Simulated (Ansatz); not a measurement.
CBCl₂N, SMILES `N#CB(Cl)Cl`. Charge 0, multiplicity 1.

Problem. What are the harmonic wavenumbers in cm⁻¹ at PBE0-D4/def2-TZVP (Ansatz, finite differences of forces, unscaled)? (Estimate.)

Solution. Ansatz gave: 139, 224, 255, 482, 502, 547, 1015, 1068, 2355.

Problem. Is this a minimum?

Solution. Yes, all 9 modes are real.

Problem. Give the ideal-gas thermochemistry at 298.15 K and 1 bar (rigid rotor, harmonic oscillator; point group C2v, symmetry number 2).

Solution. Zero-point energy 39.4 kJ/mol; H(298) − E = 55.6 kJ/mol; entropy 312.5 J/(mol·K), of which translation 167.2, rotation 109.7, vibration 35.6; G(298) − E = -37.6 kJ/mol.
